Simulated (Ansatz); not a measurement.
Harmonic vibrations of CH$_{4}$ClGe (`[CH3][GeH][Cl]`) radical by finite differences.

```yaml
crystal:
  periodic: [false, false, false]
  atoms:
    - {symbol: C, position_ang: [-0.733126, 0.438448, -0.261882]}
    - {symbol: Ge, position_ang: [0.705405, -0.885483, -0.183130]}
    - {symbol: Cl, position_ang: [1.016989, -1.361744, 1.909462]}
    - {symbol: H, position_ang: [-0.433410, 1.314452, 0.317323]}
    - {symbol: H, position_ang: [-1.646194, 0.021373, 0.160827]}
    - {symbol: H, position_ang: [-0.909942, 0.729411, -1.298171]}
    - {symbol: H, position_ang: [2.061380, -0.324457, -0.690131]}
basis:
  gaussian: {orbitals: def2-TZVP}
magnetization: {spin_polarized: true, initial_magnetization: 1}
hamiltonian: {xc: pbe0, dispersion: d4}
phonons: {temperatures: {t_min: 298.15, t_max: 900, t_step: 200}}
```

```sh
$ ansatz run in.yaml --threads 4 --pin off --events-out ev --progress --plain
```

Shortened log:

```
Functional definition: PBE0
mean field -70131.63843137 eV, -2577.2901754209 hartree, gradient 8.5e-5 eV, S^2 0.751929; 0 other end points of the search recorded, 0 dependent functions left out
mean field -70131.63829345 eV, -2577.2901703527 hartree, gradient 8.7e-7 eV, S^2 0.751928; 0 other end points of the search recorded, 0 dependent functions left out
mean field -70131.63830821 eV, -2577.2901708947 hartree, gradient 2.8e-6 eV, S^2 0.751929; 0 other end points of the search recorded, 0 dependent functions left out
mean field -70131.63831527 eV, -2577.2901711544 hartree, gradient 2.4e-6 eV, S^2 0.751930; 0 other end points of the search recorded, 0 dependent functions left out
mean field -70131.63828706 eV, -2577.2901701175 hartree, gradient 2.0e-6 eV, S^2 0.751927; 0 other end points of the search recorded, 0 dependent functions left out
mean field -70131.63826245 eV, -2577.2901692132 hartree, gradient 2.2e-6 eV, S^2 0.751929; 0 other end points of the search recorded, 0 dependent functions left out
mean field -70131.63827949 eV, -2577.2901698394 hartree, gradient 2.7e-6 eV, S^2 0.751928; 0 other end points of the search recorded, 0 dependent functions left out
mean field -70131.63836064 eV, -2577.2901728216 hartree, gradient 1.9e-6 eV, S^2 0.751927; 0 other end points of the search recorded, 0 dependent functions left out
mean field -70131.63835566 eV, -2577.2901726385 hartree, gradient 1.9e-6 eV, S^2 0.751930; 0 other end points of the search recorded, 0 dependent functions left out
mean field -70131.63838444 eV, -2577.2901736962 hartree, gradient 1.1e-6 eV, S^2 0.751924; 0 other end points of the search recorded, 0 dependent functions left out
mean field -70131.63838873 eV, -2577.2901738538 hartree, gradient 1.3e-6 eV, S^2 0.751933; 0 other end points of the search recorded, 0 dependent functions left out
mean field -70131.63836904 eV, -2577.2901731302 hartree, gradient 1.2e-6 eV, S^2 0.751926; 0 other end points of the search recorded, 0 dependent functions left out
mean field -70131.63837657 eV, -2577.2901734070 hartree, gradient 8.9e-7 eV, S^2 0.751931; 0 other end points of the search recorded, 0 dependent functions left out
mean field -70131.63844467 eV, -2577.2901759096 hartree, gradient 2.1e-6 eV, S^2 0.751929; 0 other end points of the search recorded, 0 dependent functions left out
mean field -70131.63841030 eV, -2577.2901746466 hartree, gradient 1.9e-6 eV, S^2 0.751928; 0 other end points of the search recorded, 0 dependent functions left out
mean field -70131.63840749 eV, -2577.2901745435 hartree, gradient 2.9e-6 eV, S^2 0.751929; 0 other end points of the search recorded, 0 dependent functions left out
mean field -70131.63844619 eV, -2577.2901759656 hartree, gradient 1.5e-6 eV, S^2 0.751928; 0 other end points of the search recorded, 0 dependent functions left out
mean field -70131.63841499 eV, -2577.2901748190 hartree, gradient 2.5e-6 eV, S^2 0.751930; 0 other end points of the search recorded, 0 dependent functions left out
mean field -70131.63836039 eV, -2577.2901728127 hartree, gradient 2.3e-6 eV, S^2 0.751927; 0 other end points of the search recorded, 0 dependent functions left out
mean field -70131.63840513 eV, -2577.2901744567 hartree, gradient 7.5e-7 eV, S^2 0.751928; 0 other end points of the search recorded, 0 dependent functions left out
mean field -70131.63842016 eV, -2577.2901750089 hartree, gradient 7.4e-7 eV, S^2 0.751929; 0 other end points of the search recorded, 0 dependent functions left out
mean field -70131.63836482 eV, -2577.2901729751 hartree, gradient 1.5e-6 eV, S^2 0.751929; 0 other end points of the search recorded, 0 dependent functions left out
mean field -70131.63835668 eV, -2577.2901726762 hartree, gradient 1.6e-6 eV, S^2 0.751928; 0 other end points of the search recorded, 0 dependent functions left out
mean field -70131.63839071 eV, -2577.2901739267 hartree, gradient 8.1e-7 eV, S^2 0.751929; 0 other end points of the search recorded, 0 dependent functions left out
mean field -70131.63839496 eV, -2577.2901740829 hartree, gradient 9.0e-7 eV, S^2 0.751928; 0 other end points of the search recorded, 0 dependent functions left out
mean field -70131.63834766 eV, -2577.2901723448 hartree, gradient 1.3e-6 eV, S^2 0.751928; 0 other end points of the search recorded, 0 dependent functions left out
mean field -70131.63835952 eV, -2577.2901727804 hartree, gradient 9.6e-7 eV, S^2 0.751929; 0 other end points of the search recorded, 0 dependent functions left out
mean field -70131.63840762 eV, -2577.2901745480 hartree, gradient 7.6e-7 eV, S^2 0.751929; 0 other end points of the search recorded, 0 dependent functions left out
mean field -70131.63840265 eV, -2577.2901743655 hartree, gradient 8.0e-7 eV, S^2 0.751929; 0 other end points of the search recorded, 0 dependent functions left out
mean field -70131.63839936 eV, -2577.2901742445 hartree, gradient 7.4e-7 eV, S^2 0.751929; 0 other end points of the search recorded, 0 dependent functions left out
mean field -70131.63840921 eV, -2577.2901746065 hartree, gradient 8.0e-7 eV, S^2 0.751929; 0 other end points of the search recorded, 0 dependent functions left out
mean field -70131.63841289 eV, -2577.2901747418 hartree, gradient 2.0e-6 eV, S^2 0.751929; 0 other end points of the search recorded, 0 dependent functions left out
mean field -70131.63842089 eV, -2577.2901750358 hartree, gradient 2.0e-6 eV, S^2 0.751928; 0 other end points of the search recorded, 0 dependent functions left out
mean field -70131.63841533 eV, -2577.2901748315 hartree, gradient 2.8e-6 eV, S^2 0.751928; 0 other end points of the search recorded, 0 dependent functions left out
mean field -70131.63841007 eV, -2577.2901746381 hartree, gradient 2.8e-6 eV, S^2 0.751929; 0 other end points of the search recorded, 0 dependent functions left out
mean field -70131.63833186 eV, -2577.2901717639 hartree, gradient 1.4e-6 eV, S^2 0.751928; 0 other end points of the search recorded, 0 dependent functions left out
mean field -70131.63833782 eV, -2577.2901719832 hartree, gradient 9.7e-7 eV, S^2 0.751929; 0 other end points of the search recorded, 0 dependent functions left out
mean field -70131.63839782 eV, -2577.2901741882 hartree, gradient 2.5e-6 eV, S^2 0.751931; 0 other end points of the search recorded, 0 dependent functions left out
mean field -70131.63838750 eV, -2577.2901738087 hartree, gradient 2.7e-6 eV, S^2 0.751926; 0 other end points of the search recorded, 0 dependent functions left out
mean field -70131.63842034 eV, -2577.2901750156 hartree, gradient 2.2e-6 eV, S^2 0.751930; 0 other end points of the search recorded, 0 dependent functions left out
mean field -70131.63842399 eV, -2577.2901751496 hartree, gradient 2.4e-6 eV, S^2 0.751927; 0 other end points of the search recorded, 0 dependent functions left out
mean field -70131.63841731 eV, -2577.2901749043 hartree, gradient 1.9e-6 eV, S^2 0.751929; 0 other end points of the search recorded, 0 dependent functions left out
mean field -70131.63842718 eV, -2577.2901752670 hartree, gradient 2.1e-6 eV, S^2 0.751929; 0 other end points of the search recorded, 0 dependent functions left out
Total energy: -70131.75117273 eV, -2577.2943185895 hartree
Atom 0 at    -0.733126     0.438448    -0.261882 Å, force     0.003235    -0.000101     0.000367 eV/Å
Atom 1 at     0.705405    -0.885483    -0.183130 Å, force    -0.001373     0.000129     0.000363 eV/Å
Atom 2 at     1.016989    -1.361744     1.909462 Å, force     0.000493     0.000110     0.000206 eV/Å
Atom 3 at    -0.433410     1.314452     0.317323 Å, force    -0.001201     0.000045     0.000404 eV/Å
Atom 4 at    -1.646194     0.021373     0.160827 Å, force    -0.000623    -0.000262    -0.000611 eV/Å
Atom 5 at    -0.909942     0.729411    -1.298171 Å, force    -0.000269     0.000201    -0.000292 eV/Å
Atom 6 at     2.061380    -0.324457    -0.690131 Å, force    -0.000262    -0.000121    -0.000437 eV/Å
Dipole moment:    -0.200218     0.230056    -0.394786 e Å
Vibrations: 117.30 159.25 408.87 513.79 588.70 642.26 784.26 848.20 1239.73 1437.47 1446.14 2059.51 3059.43 3153.61 3172.19 cm⁻¹, zero-point energy 1.216948 eV
```

Hardware: 4 threads of a server CPU on a shared host. Wall time 66 s, peak host memory 0.45 GiB.
